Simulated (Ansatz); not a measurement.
Species: C4H10O, charge 0, multiplicity 1. SMILES: CC(C)CO
Coordinates optimised at B3LYP-D3(BJ)/def2-TZVP (Ansatz, a first-principles code):
```xyz
15

C     -1.6569    -0.7964    -0.3856
C     -0.5228     0.0477     0.1947
C     -0.4662     1.4303    -0.4530
C      0.8014    -0.6876     0.0491
O      1.8200     0.0545     0.7163
H     -2.6169    -0.2924    -0.2622
H     -1.7250    -1.7709     0.1027
H     -1.5095    -0.9663    -1.4559
H     -0.6973     0.1753     1.2686
H     -0.3111     1.3425    -1.5325
H      0.3503     2.0219    -0.0410
H     -1.4004     1.9726    -0.2940
H      0.7135    -1.6921     0.4817
H      1.0401    -0.8001    -1.0178
H      2.6631    -0.3907     0.5888
```

Parts of the frozen-core correlation energy in cc-pwCVTZ (Ansatz, hartree). Frozen orbitals: 5; correlated occupied orbitals by spin: 16 and 16; virtual: 334 and 334. No spin-orbit coupling. Non-relativistic.

| term | value |
|---|---|
| reference (HF) | -232.23952 |
| MP2 opposite-spin | [?] |
| MP2 same-spin | [?] |
| CCSD correlation | [?] |
| (T) | -0.03893 |
| T1 diagnostic | 0.009 |
| largest doubles amplitude | 0.012 |

**Question.** Fill in the missing entries.

**Answer.** 
- MP2 opposite-spin, value: -0.74575
- MP2 same-spin, value: -0.22037
- CCSD correlation, value: -1.01197
